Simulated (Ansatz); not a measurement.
`[Ag][Ag]` + HI → `[AgH]` + `[Ag][I]`  (formal exchange of groups at the Ag–Ag bond)

Isolated molecules relaxed with PBE0-D4/def2-TZVP in Ansatz; ΔE leaves out vibrations. CCSD(T)/CBS is the MP2 limit (def2-TZVPP, def2-QZVPP) plus CCSD(T) − MP2 in def2-TZVPP, frozen cores. Functionals use def2-TZVPP. Elements past krypton have def2 core potentials. For Ag, I outer-core shells are correlated without core-valence functions, which leaves a few kJ/mol of doubt a bond.

`[Ag][Ag]`:

```xyz
2

Ag   -0.366    1.209   -0.253
Ag    0.366   -1.209    0.253
```

HI:

Cartesian coordinates in Å:
```
I 0.707 0.385 0.026
H -0.707 -0.385 -0.026
```

`[AgH]`:

Cartesian coordinates in Å:
```
Ag 0.004 -0.207 0.782
H -0.004 0.207 -0.782
```

`[Ag][I]`:

Cartesian coordinates in Å:
```
Ag 0.156 -0.689 1.071
I -0.156 0.689 -1.071
```

| species | BLYP energy (Eh) |
| --- | --- |
| `[Ag][Ag]` | -293.94906 |
| HI | -298.25099 |
| `[AgH]` | -147.53205 |
| `[Ag][I]` | -444.65970 |

(1) Work out ΔE.

(2) What do rigid-rotor, harmonic-oscillator terms from PBE0-D4/def2-TZVP frequencies (298.15 K, 1 bar) make of the CCSD(T)/CBS value? (Best estimate.)

Largest T1 diagnostic among the species: 0.026, so the coupled-cluster value is less sure than usual.

Results:

(1) ΔE = (-147.53205) + (-444.65970) − (-293.94906) − (-298.25099) = 0.00830 Eh = +5.2 kcal/mol. CCSD(T)/CBS gives +2.3 kcal/mol.

(2) Ansatz gave: ΔZPE = -0.8 kcal/mol, ΔH = +1.5 kcal/mol, ΔS = 5 J/(mol·K), ΔG = +1.1 kcal/mol.

From r2SCAN to r2SCAN0 (25 % exact exchange), in def2-TZVPP and without D4, ΔE moves by −1.6 kcal/mol. In def2-TZVPP, CCSD(T) changes the Hartree–Fock value by +6.4 kcal/mol (the triples alone add +0.9 kcal/mol) and MP2 by +8.4 kcal/mol. Leaving LDA and LC-ωPBE aside and taking each functional with its dispersion term where it has one, the values, not all of them listed here, spread over 10.1 kcal/mol, from ωB97X-V to B97M-V. LDA lies −0.9 kcal/mol from PBE without D4.
